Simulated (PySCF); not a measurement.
Job file and geometry (Å, from GFN2-xTB) of an NMR shielding run on SMILES [BH3-][P@@H+](/C=C\C)C(C)(C)C, C7H18BP, GIAO PBE0/pcSseg-1 NMR shielding, non-relativistic, gas phase (PySCF 2.14.0, density-fitted response routines); density fitting, a coarse starting grid and PySCF grid level 2 are the driver's defaults:

```
{"job": {"kind": "nmr", "xc": "PBE0", "basis": "pcSseg-1"}, "charge": 0, "multiplicity": 1}
B      0.659101     2.335267    -0.258938
P      0.270516     0.456078    -0.263582
C      1.428265    -0.556547     0.677324
C      2.592718    -1.014494     0.231034
C      3.114729    -0.821753    -1.149988
C     -1.407672    -0.124156     0.328651
C     -1.491901    -1.648921     0.303539
C     -2.429547     0.474731    -0.637613
C     -1.645332     0.415095     1.736283
H      1.740365     2.412215    -0.757185
H     -0.199079     2.862040    -0.894872
H      0.663118     2.637950     0.896132
H      0.263157    -0.213715    -1.488591
H      1.153339    -0.703307     1.715961
H      3.231666    -1.583707     0.897193
H      2.558137    -0.042041    -1.666781
H      4.165440    -0.539019    -1.114243
H      3.042828    -1.751241    -1.716765
H     -1.295974    -2.028631    -0.698336
H     -0.771067    -2.096762     0.984563
H     -2.488320    -1.972916     0.601784
H     -2.340408     1.559375    -0.657615
H     -3.442729     0.215950    -0.332863
H     -2.269576     0.098547    -1.648019
H     -2.650415     0.166307     2.075149
H     -1.535395     1.498190     1.744993
H     -0.935863    -0.008112     2.445780
```

Problem. What does the program print?

Solution. 
```
coarse grid: 21472 points
cycle   1  E = -643.0369988159  dE =  7.877e-01  |g| = 5.701e-01  |ddm| = 4.398e+00
cycle   2  E = -643.0420577259  dE = -5.059e-03  |g| = 5.671e-01  |ddm| = 1.242e+00
cycle   3  E = -643.1344304857  dE = -9.237e-02  |g| = 3.405e-02  |ddm| = 6.104e-01
cycle   4  E = -643.1346486033  dE = -2.181e-04  |g| = 1.857e-02  |ddm| = 6.900e-02
cycle   5  E = -643.1347416849  dE = -9.308e-05  |g| = 4.803e-03  |ddm| = 2.712e-02
cycle   6  E = -643.1347472865  dE = -5.602e-06  |g| = 1.219e-03  |ddm| = 5.661e-03
final grid: 198288 points
cycle   7  E = -643.1921272963  dE = -9.566e-05  |g| = 1.102e-02  |ddm| = 5.594e-02
cycle   8  E = -643.1921221411  dE =  5.155e-06  |g| = 1.200e-02  |ddm| = 1.984e-02
cycle   9  E = -643.1921594263  dE = -3.729e-05  |g| = 1.016e-03  |ddm| = 1.071e-02
cycle  10  E = -643.1921596639  dE = -2.376e-07  |g| = 3.990e-04  |ddm| = 1.336e-03
cycle  11  E = -643.1921597016  dE = -3.768e-08  |g| = 1.347e-04  |ddm| = 4.489e-04
cycle  12  E = -643.1921597061  dE = -4.485e-09  |g| = 4.155e-05  |ddm| = 1.795e-04
cycle  13  E = -643.1921597065  dE = -4.275e-10  |g| = 9.862e-06  |ddm| = 4.675e-05
converged SCF energy = -643.1921597065

GIAO shielding tensors (ppm)
atom      isotropic    diamagn.    paramagn.     s11        s22        s33       span
  0 B      152.378     190.433     -38.055    145.966    152.291    158.875     12.909
  1 P      323.046     971.128    -648.082    260.577    301.118    407.445    146.868
  2 C       61.755     267.865    -206.110    -45.606     75.682    155.189    200.795
  3 C       34.895     255.636    -220.741    -88.490     30.901    162.274    250.764
  4 C      165.990     251.388     -85.399    152.263    165.593    180.113     27.851
  5 C      155.023     253.116     -98.093    150.001    152.043    163.026     13.025
  6 C      155.324     249.952     -94.628    137.688    144.534    183.750     46.063
  7 C      157.687     249.133     -91.446    139.100    147.880    186.081     46.982
  8 C      162.612     249.625     -87.013    150.348    151.604    185.883     35.535
  9 H       30.946      30.178       0.768     26.567     30.445     35.825      9.259
 10 H       31.035      30.675       0.360     26.760     30.300     36.045      9.284
 11 H       30.926      30.785       0.141     27.538     29.875     35.365      7.827
 12 H       26.892      35.360      -8.468     22.814     27.066     30.794      7.980
 13 H       25.943      35.741      -9.798     23.186     24.442     30.201      7.016
 14 H       24.926      31.000      -6.074     22.662     23.822     28.294      5.633
 15 H       29.462      32.818      -3.356     24.228     30.937     33.221      8.993
 16 H       29.712      27.454       2.258     26.097     26.740     36.298     10.201
 17 H       29.871      29.486       0.385     26.013     27.538     36.062     10.049
 18 H       30.761      32.966      -2.205     26.765     28.662     36.857     10.091
 19 H       30.270      33.315      -3.046     25.429     29.760     35.620     10.191
 20 H       30.533      32.226      -1.693     26.436     27.774     37.389     10.953
 21 H       29.818      31.633      -1.815     24.708     29.182     35.565     10.857
 22 H       30.637      31.417      -0.780     26.580     27.907     37.423     10.843
 23 H       30.838      32.052      -1.214     26.567     28.581     37.366     10.799
 24 H       30.751      31.709      -0.958     26.743     28.039     37.471     10.728
 25 H       29.980      31.909      -1.929     24.890     29.223     35.826     10.935
 26 H       30.637      32.939      -2.303     25.831     29.194     36.886     11.055
```

Size and cost of the density-fitted run: 250 basis functions, about 2.7 core-minutes.
